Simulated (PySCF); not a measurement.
A small calculation by hand: oscillator strength and radiative lifetime

CHF2, SMILES F[CH]F (connectivity only; charge and spin as stated), charge +1, multiplicity 1.

Geometry optimised at B3LYP-D3(BJ)/def2-TZVP. The multiplicity is an assumed one; other spin states were not compared. The isomer is the one that the SMILES or the coordinates give; other isomers of the formula were not compared.

TDA-LC-ωPBE/def2-TZVPD (PySCF 2.14.0) puts the first singlet state with f over 0.02 at 10.70 eV (vertical), with the transition dipole (0.000, 0.762, 0.000) in atomic units.

Find the oscillator strength, the wavelength and the radiative lifetime that this transition would have in vacuum if emission retraced absorption.


|μ|² = 0.5806 au, so |μ| = 1.94 D. ΔE = 10.70/27.211 = 0.3932 hartree. f = (2/3) ΔE |μ|² = 0.152 (the program prints 0.152).
λ = 1239.84/10.70 = 116 nm; ν = 86301 cm⁻¹.
Einstein's coefficient A = 0.6670 ν² f s⁻¹ (ν in cm⁻¹) = 7.6e8 s⁻¹, so τ = 1/A = 1.3 ns. This state is S3; the lower singlets have f = 0.008, 0.000. The figure is the radiative limit of this one transition; relaxation, internal conversion, crossing to triplets and a medium change what is measured.
